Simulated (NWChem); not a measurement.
All runs are NWChem calculations. System: ITl, charge 0, spin multiplicity 1, at a geometry optimised with B3LYP/def2-SVP with def2 effective core potentials on I, Tl. The structure started from a generated list of species. Level: evGW@PBE0/def2-TZVPD with def2 effective core potentials on I, Tl, RI basis def2-tzvpd-rifit, 6 cycles, no spin-orbit coupling.

Input file:

```
start mol
memory heap 200 mb stack 700 mb global 1700 mb
geometry units angstroms nocenter noautoz
  Tl     0.000000     0.000000    -1.145950
  I      0.000000     0.000000     1.751358
  symmetry group C2v
end
basis spherical
  * library def2-tzvpd
end
ecp
  I library def2-ecp
  Tl library def2-ecp
end
basis "ri basis" bse spherical
  * library def2-tzvpd-rifit
end
dft
  xc pbe0
  iterations 100
  direct
  tolerances tight
end
task dft energy
gw
  evgw 6
  states alpha occ -1 vir -1
end
task dft gw
```

Output (cleaned and shortened):

```
             Northwest Computational Chemistry Package (NWChem) 7.3.0
             --------------------------------------------------------

                                NWChem Input Module
                                -------------------

 Scaling coordinates for geometry "geometry" by  1.889725989
 (inverse scale =  0.529177249)

 Turning off AUTOSYM since
 SYMMETRY directive was detected!

                             Geometry "geometry" -> ""
                             -------------------------

 Output coordinates in angstroms (scale by  1.889725989 to convert to a.u.)

  No.       Tag          Charge          X              Y              Z
 ---- ---------------- ---------- -------------- -------------- --------------
    1 Tl                  81.0000     0.00000000     0.00000000    -1.14595000
    2 I                   53.0000     0.00000000     0.00000000     1.75135800

 Effective nuclear repulsion energy (a.u.)     784.0926577208

            Nuclear Dipole moment (a.u.)
            ----------------------------
        X                 Y               Z
 ---------------- ---------------- ----------------
     0.0000000000     0.0000000000     0.0000453534

      Symmetry information
      --------------------

 Group name             C2v
 Group number             16
 Group order               4
 No. of unique centers     2

      Symmetry unique atoms

     1    2


 Summary of "ao basis" -> "" (spherical)
 ------------------------------------------------------------------------------
       Tag                 Description            Shells   Functions and Types
 ---------------- ------------------------------  ------  ---------------------
 *                         def2-tzvpd                 on all atoms

 Summary of "ri basis" -> "" (spherical)
 ------------------------------------------------------------------------------
       Tag                 Description            Shells   Functions and Types
 ---------------- ------------------------------  ------  ---------------------
 *                      def2-tzvpd-rifit              on all atoms

                                 NWChem DFT Module
                                 -----------------

 Summary of "ao basis" -> "ao basis" (spherical)
 ------------------------------------------------------------------------------
       Tag                 Description            Shells   Functions and Types
 ---------------- ------------------------------  ------  ---------------------
 Tl                        def2-tzvpd               18       56   7s5p4d2f
 I                         def2-tzvpd               19       59   7s6p4d2f

 Summary of "ao basis" -> "ao basis" (spherical)
 ------------------------------------------------------------------------------
       Tag                 Description            Shells   Functions and Types
 ---------------- ------------------------------  ------  ---------------------
 Tl                        def2-tzvpd               18       56   7s5p4d2f
 I                         def2-tzvpd               19       59   7s6p4d2f

      Symmetry analysis of basis
      --------------------------

        a1         49
        a2         12
        b1         27
        b2         27

            General Information
            -------------------
          SCF calculation type: DFT
          Wavefunction type:  closed shell.
          No. of atoms     :     2
          No. of electrons :    46
           Alpha electrons :    23
            Beta electrons :    23
          Charge           :     0
          Spin multiplicity:     1
          Use of symmetry is: on ; symmetry adaption is: on
          Maximum number of iterations: 100
          This is a Direct SCF calculation.
          AO basis - number of functions:   115
                     number of shells:    37
          Convergence on energy requested:  1.00D-06
          Convergence on density requested:  1.00D-05
          Convergence on gradient requested:  5.00D-04

              XC Information
              --------------
                         PBE0 Method XC Functional
                     Hartree-Fock (Exact) Exchange  0.250
          PerdewBurkeErnzerhof Exchange Functional  0.750
            Perdew 1991 LDA Correlation Functional  1.000 local
           PerdewBurkeErnz. Correlation Functional  1.000 non-local

             Grid Information
             ----------------
          Grid used for XC integration:  medium
          Radial quadrature: Mura-Knowles
          Angular quadrature: Lebedev.
          Tag              B.-S. Rad. Rad. Pts. Rad. Cut. Ang. Pts.
          ---              ---------- --------- --------- ---------
          Tl                  1.90      123          15.0       590
          I                   1.40      123          15.0       590
          Grid pruning is: on
          Number of quadrature shells:   246
          Spatial weights used:  Erf1

          Convergence Information
          -----------------------
          Convergence aids based upon iterative change in
          total energy or number of iterations.
          Levelshifting, if invoked, occurs when the
          HOMO/LUMO gap drops below (HL_TOL):  1.00D-02
          DIIS, if invoked, will attempt to extrapolate
          using up to (NFOCK): 10 stored Fock matrices.

                    Damping( 0%)  Levelshifting(0.5)       DIIS
                  --------------- ------------------- ---------------
          dE  on:    start            ASAP                start
          dE off:    2 iters        100 iters           100 iters

      Screening Tolerance Information
[...]
@GW        13        -54.729           0.000
@GW        14        -20.884           0.000
@GW        15        -21.305           0.000
@GW        16        -21.305           0.000
@GW        17        -21.032           0.000
@GW        18        -21.033           0.000
@GW        19        -19.335           0.000
@GW        20        -13.487           0.000
@GW        21         -8.645           0.000
@GW        22         -8.683           0.000
@GW        23         -8.686           0.000
@GW        24         -0.074           0.000
@GW        25         -0.073           0.000
@GW        26          0.916           0.000
@GW        27          0.974           0.000
@GW        28          1.737           0.000
@GW        29          1.741           0.000
@GW        30          1.844           0.000
@GW        31          2.296           0.000
@GW        32          2.296           0.000
@GW        33          2.569           0.000
@GW        34          2.569           0.000
@GW        35          3.154           0.000
@GW        36          3.516           0.000
@GW        37          4.179           0.000
@GW        38          4.179           0.000
@GW        39          5.273           0.000
@GW        40          5.272           0.000
@GW        41          5.015           0.000
@GW        42          6.051           0.000
@GW        43          6.051           0.000
@GW        44          7.270           0.000
@GW        45          7.823           0.000
@GW        46          7.823           0.000
@GW        47          8.003           0.000
@GW        48          8.740           0.000
@GW        49          8.741           0.000
@GW        50         10.092           0.000
@GW        51         10.092           0.000
@GW        52         10.751           0.000
@GW        53         12.205           0.000
@GW        54         13.203           0.000
@GW        55         13.203           0.000
@GW        56         13.709           0.000
@GW        57         13.704           0.000
@GW        58         15.798           0.000
@GW        59         18.773           0.000
@GW        60         18.765           0.000
@GW        61         20.610           0.000
@GW        62         22.708           0.000
@GW        63         22.706           0.000
@GW        64         21.382           0.000
@GW        65         21.993           0.000
@GW        66         21.993           0.000
@GW        67         22.588           0.000
@GW        68         22.589           0.000
@GW        69         26.388           0.000
@GW        70         27.722           0.000
@GW        71         27.712           0.000
@GW        72         28.243           0.000
@GW        73         28.243           0.000
@GW        74         29.041           0.000
@GW        75         29.040           0.000
@GW        76         28.788           0.000
@GW        77         28.546           0.000
@GW        78         28.546           0.000
@GW        79         31.910           0.000
@GW        80         31.912           0.000
@GW        81         35.724           0.000
@GW        82         39.724           0.000
@GW        83         39.724           0.000
@GW        84         44.747           0.000
@GW        85         47.022           0.000
@GW        86         47.021           0.000
@GW        87         48.711           0.000
@GW        88         48.706           0.000
@GW        89         50.082           0.000
@GW        90         63.348           0.000
@GW        91         63.347           0.000
@GW        92         63.810           0.000
@GW        93         63.810           0.000
@GW        94         65.865           0.000
@GW        95         65.865           0.000
@GW        96         69.639           0.000
@GW        97         81.818           0.000
@GW        98         92.361           0.000
@GW        99         92.364           0.000
@GW       100         92.459           0.000
@GW       101         92.459           0.000
@GW       102         94.232           0.000
@GW       103         94.239           0.000
@GW       104         96.689           0.000
@GW       105        127.601           0.000
@GW       106        949.734           0.000
@GW       107        949.734           0.000
@GW       108        951.777           0.000
@GW       109        956.047           0.000
@GW       110        978.100           0.000
@GW       111        978.100           0.000
@GW       112        981.756           0.000
@GW       113       1178.533           0.000
@GW       114       3219.908           0.000
@GW       115       3517.938           0.000

  *** G5W5

          Computing RPA polarizability
          Solving quasiparticle equations

                  Alpha Orbitals
          State     Energy (eV)     Error (eV)
          -----------------------------------
@GW         1       -192.352           0.000
@GW         2       -145.580           0.000
@GW         3       -135.367           0.000
@GW         4       -135.343           0.000
@GW         5       -135.341           0.000
@GW         6        -86.766           0.000
@GW         7        -86.766           0.000
@GW         8        -86.739           0.000
@GW         9        -54.829           0.000
@GW        10        -54.785           0.000
@GW        11        -54.786           0.000
@GW        12        -54.728           0.000
@GW        13        -54.730           0.000
@GW        14        -20.884           0.000
@GW        15        -21.306           0.000
@GW        16        -21.306           0.000
@GW        17        -21.032           0.000
@GW        18        -21.033           0.000
@GW        19        -19.335           0.000
@GW        20        -13.487           0.000
@GW        21         -8.645           0.000
@GW        22         -8.683           0.000
@GW        23         -8.686           0.000
@GW        24         -0.074           0.000
@GW        25         -0.073           0.000
@GW        26          0.916           0.000
@GW        27          0.974           0.000
@GW        28          1.737           0.000
@GW        29          1.741           0.000
@GW        30          1.844           0.000
@GW        31          2.296           0.000
@GW        32          2.296           0.000
@GW        33          2.569           0.000
@GW        34          2.569           0.000
@GW        35          3.154           0.000
@GW        36          3.516           0.000
@GW        37          4.179           0.000
@GW        38          4.179           0.000
@GW        39          5.273           0.000
@GW        40          5.272           0.000
@GW        41          5.015           0.000
@GW        42          6.051           0.000
@GW        43          6.051           0.000
@GW        44          7.270           0.000
@GW        45          7.823           0.000
@GW        46          7.823           0.000
@GW        47          8.003           0.000
@GW        48          8.740           0.000
@GW        49          8.741           0.000
@GW        50         10.092           0.000
@GW        51         10.092           0.000
@GW        52         10.751           0.000
@GW        53         12.205           0.000
@GW        54         13.203           0.000
@GW        55         13.203           0.000
@GW        56         13.709           0.000
@GW        57         13.704           0.000
@GW        58         15.798           0.000
@GW        59         18.773           0.000
@GW        60         18.765           0.000
@GW        61         20.610           0.000
@GW        62         22.709           0.000
@GW        63         22.707           0.000
@GW        64         21.382           0.000
@GW        65         21.993           0.000
@GW        66         21.993           0.000
@GW        67         22.588           0.000
@GW        68         22.589           0.000
@GW        69         26.388           0.000
@GW        70         27.723           0.000
@GW        71         27.713           0.000
@GW        72         28.243           0.000
@GW        73         28.244           0.000
@GW        74         29.040           0.000
@GW        75         29.038           0.000
@GW        76         28.788           0.000
@GW        77         28.547           0.000
@GW        78         28.547           0.000
@GW        79         31.911           0.000
@GW        80         31.913           0.000
@GW        81         35.724           0.000
@GW        82         39.726           0.000
@GW        83         39.726           0.000
@GW        84         44.747           0.000
@GW        85         47.023           0.000
@GW        86         47.022           0.000
@GW        87         48.711           0.000
@GW        88         48.707           0.000
@GW        89         50.085           0.000
@GW        90         63.351           0.000
@GW        91         63.351           0.000
@GW        92         63.810           0.000
@GW        93         63.810           0.000
@GW        94         65.872           0.000
@GW        95         65.871           0.000
@GW        96         69.641           0.000
@GW        97         81.821           0.000
@GW        98         92.368           0.000
@GW        99         92.371           0.000
@GW       100         92.467           0.000
@GW       101         92.467           0.000
@GW       102         94.241           0.000
@GW       103         94.248           0.000
@GW       104         96.689           0.000
@GW       105        127.623           0.000
@GW       106        949.739           0.000
@GW       107        949.739           0.000
@GW       108        951.780           0.000
@GW       109        956.051           0.000
@GW       110        978.102           0.000
@GW       111        978.101           0.000
@GW       112        981.763           0.000
@GW       113       1178.555           0.000
@GW       114       3219.912           0.000
@GW       115       3517.940           0.000

     GW Timing Statistics
   ------------------------
   Init.   :          0.2s
     ERIs  :          1.8s
     Distr.:          0.1s
     Vxc   :          2.1s
   Sigma_x :          0.0s
   RPA     :          9.9s
   Wmn     :          4.0s
   Sigma_c :          3.0s
   GW total:         21.1s

 Task  times  cpu:       21.1s     wall:       21.1s

 Total times  cpu:       36.2s     wall:       36.2s
```
